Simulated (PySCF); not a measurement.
**Löwdin shares of the frontier orbitals**

Compound: C6H10FN.
Structure used (PBE0-D3(BJ)/def2-SVP), in Å, numbered top down from 1:
```
atom  x, y, z in Å
C1    -2.1530    0.7026    0.0721
C2    -0.7103    0.4371   -0.2790
F3    -0.4226    1.1576   -1.4426
C4    -0.3545   -1.0199   -0.5763
C5     1.1712   -1.0141   -0.5880
C6     1.5455    0.0089    0.4717
N7     2.6519    0.1819    1.0620
C8     0.3205    0.8513    0.7650
H9    -2.3105    1.7776    0.2431
H10   -2.8086    0.3853   -0.7521
H11   -2.4427    0.1573    0.9819
H12   -0.7361   -1.6566    0.2386
H13   -0.8138   -1.3571   -1.5166
H14    1.6388   -1.9932   -0.4077
H15    1.5343   -0.6430   -1.5611
H16    3.3402   -0.5039    0.7338
H17    0.5391    1.9277    0.7227
H18   -0.0381    0.6247    1.7826
```

Level of theory: TDDFT B3LYP/def2-SVPD, vertical, gas phase, core orbitals frozen in the response (PySCF).

Frontier orbitals with the atoms that hold most of them (Löwdin shares over 4%, at most four atoms; ? is withheld):

```json
{"orbital": "HOMO-3", "ε (eV)": "-9.43", "atoms": "F3 33%, C2 18%, C1 17%, C8 9%"}
{"orbital": "HOMO-2", "ε (eV)": "-9.03", "atoms": "F3 23%, C4 20%, C2 20%, C8 10%"}
{"orbital": "HOMO-1", "ε (eV)": "-8.28", "atoms": "?"}
{"orbital": "HOMO", "ε (eV)": "?", "atoms": "N7 57%, C6 13%, C5 9%, H16 8%"}
{"orbital": "LUMO", "ε (eV)": "-0.50", "atoms": "?"}
{"orbital": "LUMO+1", "ε (eV)": "0.20", "atoms": "C1 13%, C4 12%, H12 10%, H11 8%"}
{"orbital": "LUMO+2", "ε (eV)": "0.77", "atoms": "H14 13%, C5 13%, H16 13%, C1 11%"}
```

Question: Which atoms hold the HOMO-1, and with what shares?

Answer: N7 (bonded to C and H) 44%; C6 (bonded to 2 C and N) 23%; C5 (bonded to 2 C and 2 H) 7%; C8 (bonded to 2 C and 2 H) 7%. By element: nitrogen 44%, carbon 37% or more.

Question: Which atoms hold the LUMO, and with what shares?

Answer: C6 (bonded to 2 C and N) 34%; N7 (bonded to C and H) 29%; C5 (bonded to 2 C and 2 H) 7%; C8 (bonded to 2 C and 2 H) 7%. By element: carbon 48% or more, nitrogen 29%.

Question: What is the HOMO energy, and the HOMO–LUMO gap?

Answer: ε(HOMO) = -7.18 eV; the gap is 6.69 eV (0.2458 hartree).

Question: The HOMO–LUMO gap is 6.69 eV. Where does the response calculation put the lowest singlet, and from which orbitals?

Answer: S1 is at 5.20 eV (f = 0.0023), 1.49 eV below the gap, made of HOMO→LUMO (99%). Without the coupling terms of the response equations the lowest excitation would equal the gap.

Question: One configuration dominates each of S1 and S2. Which, and how do the shares of the two leading atoms of either orbital change from the occupied to the empty one?

Answer: 
- S1 (5.20 eV, f 0.0023), HOMO→LUMO (99%): N7 57% → 29%, C6 13% → 34%
- S2 (6.61 eV, f 0.022), HOMO→LUMO+1 (92%): N7 57% → at most 9%, C6 13% → at most 9%, C1 at most 9% → 13%, C4 at most 9% → 12%

Löwdin shares depend on the basis, the more so with diffuse functions.

On an x86-64 server with one thread, shared host, this took 4.6 min.

One conformer stands for the species.
